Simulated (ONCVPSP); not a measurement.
**Pseudopotential generation for P (Z = 15): ONCV, PBEsol, scalar-relativistic.**

ONCVPSP 4.0.1 was run on this input:

```
# ATOM AND REFERENCE CONFIGURATION
# atsym  z   nc   nv     iexc    psfile
  P 15.00    3    2  -116133      upf
#
#   n    l    f
    1    0    2.00
    2    0    2.00
    2    1    6.00
    3    0    2.00
    3    1    2.00
#
# PSEUDOPOTENTIAL AND OPTIMIZATION
# lmax
    2
#
#   l,   rc,      ep,       ncon, nbas, qcut
    0    1.55    0.00    3    6    4.30
    1    1.35    0.00    4    7    5.00
    2    1.35    0.04    5    8    6.90
#
# LOCAL POTENTIAL
# lloc, lpopt,  rc(5),   dvloc0
    1    5    1.35    0.00
#
# VANDERBILT-KLEINMAN-BYLANDER PROJECTORs
# l, nproj, debl
    0    2    3.50
    1    0    0.60
    2    2    1.10
#
# MODEL CORE CHARGE
# icmod, fcfact, rcfact
    3    3.50    1.40
#
# LOG DERIVATIVE ANALYSIS
# epsh1, epsh2, depsh
   -2.00    5.00    0.02
#
# OUTPUT GRID
# rlmax, drl
    6.00    0.01
#
# TEST CONFIGURATIONS
# ncnf
    4
# nvcnf
#   n    l    f
    2
    3    0    2.00
    3    1    3.00
#
    2
    3    0    2.00
    3    1    1.00
#
    2
    3    0    2.00
    3    1    0.00
#
    2
    3    0    1.00
    3    1    3.00
#
```

Command:

```bash
oncvpsp.x < P.dat > P.out
```

Output (shortened: citation, most of the input echo, consistency checks and plot data are left out):

```
ONCVPSP  (Optimized Norm-Conservinng Vanderbilt PSeudopotential)
scalar-relativistic version 4.0.1

#   n    l    f        energy (Ha)
    1    0    2.00    -7.6846850E+01
    2    0    2.00    -6.7688626E+00
    2    1    6.00    -4.9601439E+00
    3    0    2.00    -8.5361955E-01
    3    1    2.00    -5.2112793E-01

Reference configufation results
  iterations    25
  all-electron total energy (Ha)   -3.40957002D+02

Begin loop to  construct optimized pseudo wave functions
and semi-local pseudopoentials for all angular momenta

   Wellstate for l =  0  n =  5
     eigenvalue =   2.6464
     asymptotic potential =   3.1464
     half-point radius =  2.9452

Calculating optimized projector #   1

 for l=   0

    Fraction of norm inside rc  0.378686
    Optimizing pswf for qcut=   4.31 a_B^-1,  ecut=   9.30 Ha
    Residual kinetic energy error=  1.30D-03 Ha

    Energy error per electron        Cutoff
         Ha          eV             Ha
         0.01000     0.27211        6.49
         0.00100     0.02721        9.86
         0.00010     0.00272       33.69
         0.00001     0.00027       58.18

Calculating optimized projector #   2

 for l=   0

    Fraction of norm inside rc  0.083631
    Optimizing pswf for qcut=   4.31 a_B^-1,  ecut=   9.30 Ha
    Residual kinetic energy error=  1.28D-02 Ha

    Energy error per electron        Cutoff
         Ha          eV             Ha
         0.01000     0.27211        9.53
         0.00100     0.02721       18.92
         0.00010     0.00272       40.48
         0.00001     0.00027       49.14

Calculating optimized projector #   1

 for l=   1

    Fraction of norm inside rc  0.165461
    Optimizing pswf for qcut=   5.01 a_B^-1,  ecut=  12.55 Ha
    Residual kinetic energy error=  9.44D-04 Ha

    Energy error per electron        Cutoff
         Ha          eV             Ha
         0.01000     0.27211        3.24
         0.00100     0.02721        9.06
         0.00010     0.00272       73.18
         0.00001     0.00027       88.60

   Wellstate for l =  2  n =  3
     eigenvalue =   0.0400
     asymptotic potential =   0.5400
     half-point radius =  3.0368

   Wellstate for l =  2  n =  4
     eigenvalue =   1.1400
     asymptotic potential =   1.6400
     half-point radius =  3.2056

Calculating optimized projector #   1

 for l=   2

    Fraction of norm inside rc  0.146192
    Optimizing pswf for qcut=   6.90 a_B^-1,  ecut=  23.79 Ha
    Residual kinetic energy error=  1.90D-03 Ha

    Energy error per electron        Cutoff
         Ha          eV             Ha
         0.01000     0.27211       16.34
         0.00100     0.02721       27.42
         0.00010     0.00272      100.09
         0.00001     0.00027      120.90

Calculating optimized projector #   2

 for l=   2

    Fraction of norm inside rc  0.175567
    Optimizing pswf for qcut=   6.90 a_B^-1,  ecut=  23.79 Ha
    Residual kinetic energy error=  4.78D-03 Ha

    Energy error per electron        Cutoff
         Ha          eV             Ha
         0.01000     0.27211       20.75
         0.00100     0.02721       29.91
         0.00010     0.00272       62.97
         0.00001     0.00027      149.09

Construct Vanderbilt / Kleinmman-Bylander projectors

B matrix Hermiticity error, ll=   0
   1   2   -1.8793E-04

  Orthonormal projector coefficients  5.1191E+00  3.8351E-01

B matrix Hermiticity error, ll=   2
   1   2    3.1958E-05

  Orthonormal projector coefficients -1.1260E+01 -2.8472E+00

Model core correction analysis
  based on d2Exc/dn_idn_j

d2excae - all-electron derivatives

   -4.149353D-02   -3.559439D-02
   -3.559552D-02   -3.425770D-02

d2excps - pseudofunction derivatives with no core correction

   -4.466391D-02   -3.782080D-02
   -3.782309D-02   -3.572572D-02

rms 2nd derivative error    2.351881E-03

rmatch, rhocmatch    1.0534    1.1041

Teter function model core charge with specified parameters

d2excps - pseudofunction derivatives with core correction

   -3.998364D-02   -3.479671D-02
   -3.479758D-02   -3.379398D-02

rms 2nd derivative error    9.705426E-04

Pseudoatom total energy   -6.076421

Diagnostic tests using Vanderbilt-Kleinman-Bylander pseudopotentials
  1 or more projectors used as specified by nproj input data

   l    rcore       rmatch      e in        delta e   norm test  slope test

   0   1.5539967   1.6011794  -0.8536195   0.0000258   1.0000447   1.0007608
   0   1.5539967   1.6011794   2.6463805  -0.0000209   1.0002680   1.0002680

   1   1.3542428   1.3953606  -0.5211279   0.0000043   1.0000091   1.0000084

   2   1.3542428   1.3953606   0.0400000   0.0000188   1.0000725   1.0000725
   2   1.3542428   1.3953606   1.1400000   0.0000225   1.0001098   1.0001098

 Testing for bound ghosts
   n   l    E NL Schr. Eq   E Basis Diag.   E Cutoff

   1   0       -0.853594       -0.848881     51.73

   3   2       -0.139774        0.021751    186.60

 Testing for highly-localized positive-energy ghosts
       l    <radius>/rc     E Basis Diag.   E Cutoff

       0        0.862549        7.665772     51.73  WARNING - GHOST(+)

Test configuration 0

   n   l     f        eae           eps        diff
   1   0  2.0000  -76.84685028
   2   0  2.0000   -6.76886262
   2   1  6.0000   -4.96014388
   3   0  2.0000   -0.85361955   -0.85359375    2.58D-05
   3   1  2.0000   -0.52112793   -0.52112359    4.34D-06

    Total energies and differences
      AE_ref= -3.40957002D+02  AE_tst= -3.40957002D+02  dif=  0.00D+00
      PS_ref= -6.07642136D+00  PS_tst= -6.07642136D+00  dif= -1.78D-15
      PSP excitation error=  1.78D-15

Test configuration 1

   n   l     f        eae           eps        diff
   1   0  2.0000  -76.44862841
   2   0  2.0000   -6.37853986
   2   1  6.0000   -4.56907659
   3   0  2.0000   -0.51144803   -0.51154545   -9.74D-05
   3   1  3.0000   -0.20137692   -0.20152617   -1.49D-04

    Total energies and differences
      AE_ref= -3.40957002D+02  AE_tst= -3.41313405D+02  dif= -3.56D-01
      PS_ref= -6.07642136D+00  PS_tst= -6.43294193D+00  dif= -3.57D-01
      PSP excitation error=  1.17D-04

Test configuration 2

   n   l     f        eae           eps        diff
   1   0  2.0000  -77.33751556
   2   0  2.0000   -7.24264896
   2   1  6.0000   -5.43541786
   3   0  2.0000   -1.24568710   -1.24544471    2.42D-04
   3   1  1.0000   -0.89082118   -0.89045089    3.70D-04

    Total energies and differences
      AE_ref= -3.40957002D+02  AE_tst= -3.40254658D+02  dif=  7.02D-01
      PS_ref= -6.07642136D+00  PS_tst= -5.37421938D+00  dif=  7.02D-01
      PSP excitation error=  1.42D-04

Test configuration 3

   n   l     f        eae           eps        diff
   1   0  2.0000  -77.91121725
   2   0  2.0000   -7.78884826
   2   1  6.0000   -5.98397377
   3   0  2.0000   -1.67407012   -1.67404083    2.93D-05

    Total energies and differences
      AE_ref= -3.40957002D+02  AE_tst= -3.39162989D+02  dif=  1.79D+00
      PS_ref= -6.07642136D+00  PS_tst= -4.28296977D+00  dif=  1.79D+00
      PSP excitation error=  5.61D-04

Test configuration 4

   n   l     f        eae           eps        diff
   1   0  2.0000  -76.90217550
   2   0  2.0000   -6.82328011
   2   1  6.0000   -5.01397400
   3   0  1.0000   -0.87891771   -0.87916180   -2.44D-04
   3   1  3.0000   -0.54297870   -0.54305585   -7.71D-05

    Total energies and differences
      AE_ref= -3.40957002D+02  AE_tst= -3.40622769D+02  dif=  3.34D-01
      PS_ref= -6.07642136D+00  PS_tst= -5.74210858D+00  dif=  3.34D-01
      PSP excitation error= -7.98D-05
```

The run took about 2.3 s on one core of a shared server CPU.
